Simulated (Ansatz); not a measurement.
The same path of CH$_{5}$O$_{2}$Sb (9 atoms, charge 0, multiplicity 1) was run twice with different band settings. The coordinate that changes most is the dihedral C1–Sb2–O3–H8.

Theory: RKS revPBE/def2-SVP in Ansatz 0.2.0.

Relaxed end points:

```xyz
9
Properties=species:S:1:pos:R:3
C -0.229 0.839 -1.026
Sb 1.088 0.119 0.575
O 0.707 -1.795 -0.012
O -0.263 0.295 2.080
H 0.345 0.985 -1.963
H -0.694 1.799 -0.725
H -1.008 0.068 -1.194
H 1.287 -2.389 0.504
H -1.145 0.033 1.744
```

```xyz
9
Properties=species:S:1:pos:R:3
C -0.196 0.731 -0.963
Sb 1.154 0.285 0.733
O 1.355 -1.685 0.281
O -0.322 0.254 2.128
H 0.358 0.642 -1.919
H -0.594 1.762 -0.868
H -1.047 0.018 -0.974
H 0.545 -2.015 -0.157
H -1.162 -0.039 1.722
```

Common settings: movable images 7; spring 5.0 eV/Å²; start path through a guess of the saddle point; force threshold 0.05 eV/Å; iteration limit 60; end points relaxed.

| run | climbing image | optimiser |
| --- | --- | --- |
| 1 | yes | quadratic models (default) |
| 2 | from the first iteration | fire |

(1) What does each run give, and how far can it be trusted?

Results:

(1) Run 1: converged after 9 iterations, highest image 0.111 eV above the first end. A vibrational analysis at the climbing image gives one clearly imaginary mode, 219i cm⁻¹: a first-order saddle point.
Run 2: not converged after 60 iterations, highest image 0.133 eV above the first end. The band didn't meet its force threshold, so its energies are provisional: the largest band force was still 0.14 eV/Å, and over the last iterations the top stayed at 0.14 eV.
